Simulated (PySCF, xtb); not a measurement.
SbI2, SMILES [Sb]([I])[I], multiplicity 2.

Harmonic wavenumbers (cm⁻¹) from GFN2-xTB in xtb at its own minimum, in rising order: 59, 204, 206.

Q: What does PBE-D3(BJ)/def2-SVP run with PySCF give at its own minimum? (The exact figures need the calculation; the answer reports its results.)

A: 57, 194, 194. Paired by order, the mean absolute difference is 8 cm⁻¹ and the zero-point energies are 0.7 and 0.6 kcal/mol.
